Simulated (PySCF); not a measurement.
bromochloromethane, CH2BrCl, SMILES ClCBr, point group Cs.

Force field and properties: B3LYP/pcSseg-1 (PySCF, grid level 2). Vibrational terms come from second-order perturbation theory with semi-diagonal cubic constants, by steps of ±0.6 along the normal coordinates of each isotopologue. The parent has the commonest isotopes.

Equilibrium geometry (Å):

| atom | x | y | z |
| --- | --- | --- | --- |
| Cl1 | -1.3867 | 1.0308 | -0.0477 |
| C2 | -0.0500 | -0.1571 | -0.0082 |
| Br3 | 1.7245 | 0.6555 | -0.0379 |
| H4 | -0.1257 | -0.7279 | 0.9131 |
| H5 | -0.1276 | -0.7899 | -0.8879 |

Question: Give the equilibrium and ground-state rotational constants (MHz) of parent; ²H at 4; ³⁷Cl at 1; ⁸¹Br at 3, ²H at 4; ¹³C at 2; ⁸¹Br at 3; ²H at 4, ²H at 5.

Answer: 
| species | Ae | Be | Ce | A0 | B0 | C0 | Δ0 (u Å²) | harmonic ZPE (cm⁻¹) |
| --- | --- | --- | --- | --- | --- | --- | --- | --- |
| parent | 29457 | 2052.9 | 1943.3 | 29168 | 2043.5 | 1932.7 | -3.146 | 6281 |
| ²H at 4 | 25093 | 2043.1 | 1922.8 | 24874 | 2033.8 | 1912.5 | -4.551 | 5548 |
| ³⁷Cl at 1 | 29314 | 1983.8 | 1880.7 | 29026 | 1974.8 | 1870.5 | -3.145 | 6277 |
| ⁸¹Br at 3, ²H at 4 | 25075 | 2025.3 | 1906.9 | 24857 | 2016.2 | 1896.8 | -4.551 | 5547 |
| ¹³C at 2 | 28216 | 2049.2 | 1934.4 | 27945 | 2040.2 | 1924.1 | -3.138 | 6245 |
| ⁸¹Br at 3 | 29437 | 2035.2 | 1927.3 | 29149 | 2025.9 | 1916.8 | -3.146 | 6281 |
| ²H at 4, ²H at 5 | 21880 | 2031.4 | 1904.6 | 21706 | 2022.2 | 1894.5 | -6.443 | 4809 |

Δ0 = Ic − Ia − Ib from the ground-state constants.

Question: How is the parent's vibrational correction B0 − Be made up?

Answer: 
```csv
axis,harmonic,Coriolis,cubic,total (MHz)
a,154,-17.3,-425,-288
b,2.26,-0.054,-11.6,-9.35
c,1.39,-0.082,-11.9,-10.6
```

Question: And its quartic centrifugal distortion constants from the harmonic force field?

Answer: Asymmetric top, A reduction, Ir representation: ΔJ = 0.581 kHz, ΔJK = -17 kHz, ΔK = 450 kHz, δJ = 0.0521 kHz, δK = 2.5 kHz.

Question: Which nuclear quadrupole couplings χaa, χbb, χcc (MHz) does the parent show, at equilibrium and averaged?

Answer: 35Cl at 1: -41.2, -2.9, 44.1 and -40.7, -3.4, 44.2; 79Br at 3: 420.5, -91.0, -329.5 and 418.2, -88.0, -330.1.

A mode lies under 250 cm⁻¹, where this perturbation treatment is rough.
